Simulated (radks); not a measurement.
Task: The mean radii <r> (bohr) of the occupied orbitals of an atom or ion are listed with their occupations. All-electron calculation, scalar-relativistic Kohn-Sham, PBE, spin-polarised, spherical densities, finite nucleus; Fermi nuclear charge, rms radius of each element as measured or else 0.836 A^(1/3) + 0.57 fm. Program: a radial shooting solver on a logarithmic mesh with Libxc functionals.

orbital  occ.      <r>
1s          2  0.03916
2s          2   0.1725
2p          6   0.1504
3s          2   0.4920
3p          6   0.4984
3d         10   0.4982
4s          2    1.352
4p          6    1.548

Name the element and its charge. Open shells, if any, are filled with parallel spins first.

Result: Z = 38, strontium, charge +2: Sr2+ in [Kr]. The 1s radius gives Z: for a bare nucleus <r> = (2 gamma + 1)/(2Z) with gamma = sqrt(1 - (Z/c)^2), 0.03844 bohr for Z = 38, and screening makes it slightly larger (0.03916 here). The occupations add up to 36, and the charge is Z minus that.
